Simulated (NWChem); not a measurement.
System: SiH3Cl; SMILES [SiH3]Cl

The following NWChem deck was run.

```
start job
memory heap 200 mb stack 900 mb global 1100 mb
geometry units angstroms noautosym nocenter noautoz
  Si     0.000000     0.000000    -0.959954
  Cl     0.000000     0.000000     1.107816
  H     -0.787225    -1.168593    -1.442037
  H      1.405643    -0.097461    -1.442037
  H     -0.618418     1.266053    -1.442037
end
basis spherical
  * library def2-tzvp
end
dft
  xc bhlyp
  iterations 150
end
tddft
  cis
  ecut -63.0
  nroots 6
  notriplet
end
task tddft energy
```

Parts of the log:

```
             Northwest Computational Chemistry Package (NWChem) 7.3.0
             --------------------------------------------------------

                             Geometry "geometry" -> ""
                             -------------------------

 Output coordinates in angstroms (scale by  1.889725989 to convert to a.u.)

  No.       Tag          Charge          X              Y              Z
 ---- ---------------- ---------- -------------- -------------- --------------
    1 Si                  14.0000     0.00000000     0.00000000    -0.95995400
    2 Cl                  17.0000     0.00000000     0.00000000     1.10781600
    3 H                    1.0000    -0.78722500    -1.16859300    -1.44203700
    4 H                    1.0000     1.40564300    -0.09746100    -1.44203700
    5 H                    1.0000    -0.61841800     1.26605300    -1.44203700

 Effective nuclear repulsion energy (a.u.)      85.7469330851

                                 NWChem DFT Module
                                 -----------------

 Summary of "ao basis" -> "ao basis" (spherical)
 ------------------------------------------------------------------------------
       Tag                 Description            Shells   Functions and Types
 ---------------- ------------------------------  ------  ---------------------
 Si                        def2-tzvp                13       37   5s5p2d1f
 Cl                        def2-tzvp                13       37   5s5p2d1f
 H                         def2-tzvp                 4        6   3s1p

            General Information
            -------------------
          SCF calculation type: DFT
          Wavefunction type:  closed shell.
          No. of atoms     :     5
          No. of electrons :    34
           Alpha electrons :    17
            Beta electrons :    17
          Charge           :     0
          Spin multiplicity:     1
          Use of symmetry is: off; symmetry adaption is: off
          Maximum number of iterations: 150
          AO basis - number of functions:    92
                     number of shells:    38
          Convergence on energy requested:  1.00D-06
          Convergence on density requested:  1.00D-05
          Convergence on gradient requested:  5.00D-04

              XC Information
              --------------
                        BHLYP Method XC Functional
                     Hartree-Fock (Exact) Exchange  0.500
                        Slater Exchange Functional  0.500 local
                    Becke 1988 Exchange Functional  0.500 non-local
              Lee-Yang-Parr Correlation Functional  1.000

[...]

                                NWChem TDDFT Module
                                -------------------

            General Information
            -------------------
           No. of orbitals :     184
            Alpha orbitals :      92
             Beta orbitals :      92
        Alpha frozen cores :       0
         Beta frozen cores :       0
     Alpha frozen virtuals :       0
      Beta frozen virtuals :       0
         Spin multiplicity :       1
    Number of AO functions :      92
        Use of symmetry is : off
      Symmetry adaption is : off
         Schwarz screening :  0.10D-07

              XC Information
              --------------
                 BHLYP Method XC Functional
              Hartree-Fock (Exact) Exchange   0.50
                 Slater Exchange Functional   0.50 local
             Becke 1988 Exchange Functional   0.50 non-local
       Lee-Yang-Parr Correlation Functional   1.00

             TDDFT Information
             -----------------
          Calculation type : Tamm-Dancoff TDDFT
         Wavefunction type : Restricted singlets
          No. of electrons :      34
           Alpha electrons :      17
            Beta electrons :      17
              No. of roots :       6
          Max subspacesize :    5200
            Max iterations :     100
               Target root :       1
           Target symmetry : none
             Energy Cutoff :-0.63D+02
      Symmetry restriction : off
                 Algorithm : Optimal
        Davidson threshold :  0.10D-03

    6 smallest eigenvalue differences (eV)
--------------------------------------------------------
  No. Spin  Occ  Vir  Irrep   E(Occ)    E(Vir)   E(Diff)
--------------------------------------------------------
    1    1    2   18 a       -67.181     0.028  1828.850
    2    1    2   19 a       -67.181     0.075  1830.130
    3    1    2   20 a       -67.181     0.075  1830.130
    4    1    2   21 a       -67.181     0.078  1830.196
    5    1    2   22 a       -67.181     0.183  1833.056
    6    1    2   23 a       -67.181     0.183  1833.056
--------------------------------------------------------

  Entering Davidson iterations
  Restricted singlet excited states

  Iter   NTrls   NConv    DeltaV     DeltaE      Time
  ----  ------  ------  ---------  ---------  ---------
    1      6       0     0.11E+00   0.10+100        9.2
    2     12       0     0.22E-01   0.30E-01       10.2
    3     18       0     0.22E-01   0.22E-02       16.0
    4     24       0     0.37E-02   0.45E-03       14.4
    5     30       4     0.30E-03   0.71E-05        9.8
    6     32       6     0.62E-04   0.16E-07        7.8
  ----  ------  ------  ---------  ---------  ---------
  Convergence criterion met

  Ground state a        -751.557647193226 a.u.

  ----------------------------------------------------------------------------
  Root   1 singlet a             67.009889791 a.u.             1823.4327 eV
  ----------------------------------------------------------------------------
     Transition Moments    X -0.00000   Y  0.00000   Z  0.01189
     Dipole Oscillator Strength                    0.0063125610
     Electric Quadrupole                           0.0009819248
     Magnetic Dipole                               0.0000000000
     Total Oscillator Strength                     0.0072944858

[...]
```

Level: BHandHLYP/def2-TZVP, restricted-window TDA. Coordinates come from a PBE0/def2-SVP optimisation. The quadrupole and magnetic terms of the printed total strengths depend on the origin.
